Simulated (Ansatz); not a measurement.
The same ligand exchange along the group Al, Ga, In.

Isolated molecules relaxed with PBE0-D4/def2-TZVP in Ansatz; ΔE leaves out vibrations. CBS: MP2 limit from def2 TZ/QZ plus the TZ coupled-cluster correction, frozen cores. This one scheme is used for every species. def2 core potentials past Kr. For Ga, In outer-core shells are correlated without core-valence functions, which leaves a few kJ/mol of doubt a bond. Scalar relativity is left out up to krypton. One conformer a species, not always the lowest.

| reaction | CCSD/CBS(def2) (kcal/mol) |
| --- | --- |
| `C[S][Al]([CH3])[F]` + H–F → `C[S][Al]([F])[F]` + CH₄ | -43.6 |
| `C[S][Ga]([CH3])[F]` + H–F → `C[S][Ga]([F])[F]` + CH₄ | -19.0 |
| `C[S][In]([CH3])[F]` + H–F → `C[S][In]([F])[F]` + CH₄ | -15.1 |

**Question.** Give the CCSD(T)/CBS values in the same order. (Best estimate.)

**Answer.** The calculation gave: -42.9, -18.6, -14.8 kcal/mol.

Largest T1 diagnostic: 0.016, for `C[S][In]([F])[F]`.
